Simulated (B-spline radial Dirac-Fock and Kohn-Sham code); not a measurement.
**Elastic and transport cross sections of phosphorus for electrons**

Method: relativistic (Dirac) partial waves in the static field of the Dirac-Fock atom with Furness-McCarthy exchange, without polarisation or absorption potentials. Computed with a radial finite-basis atomic code. σ_tr1 and σ_tr2 weight the cross section with 1 − P₁ and 1 − P₂ of cos θ; "backward" is the share scattered beyond 90°.

```
energy (eV)  σ (a₀²)  σ_tr1 (a₀²)  σ_tr2 (a₀²)  σ/σ_tr1  backward (%)
      39800    0.245      0.00109      0.00274      226         0.035
      43400    0.227     0.000931      0.00236      244         0.032
      50000    0.201     0.000725      0.00184      278         0.027
      62300    0.168     0.000493      0.00126      340         0.021
      64300    0.163     0.000466      0.00120      350         0.020
      67900        ?            ?            ?        ?             ?
      72000    0.149     0.000382     0.000987      390         0.017
     100000    0.115     0.000216     0.000566      533         0.011
     111000    0.107     0.000181     0.000475      590         0.010
     130000   0.0954     0.000138     0.000365      689        0.0081
     133000   0.0939     0.000133     0.000352      705        0.0078
     200000   0.0721     6.75e-05     0.000181     1070        0.0044
     300000   0.0579     3.50e-05     9.52e-05     1650        0.0024
```

Task: Fill in the row for 67.9 keV.

Result: σ = 0.156 a₀², σ_tr1 = 0.000424 a₀², σ_tr2 = 0.00109 a₀², σ/σ_tr1 = 369, backward 0.019 %. The ratio σ/σ_tr1 is roughly the number of elastic collisions that randomise the direction.
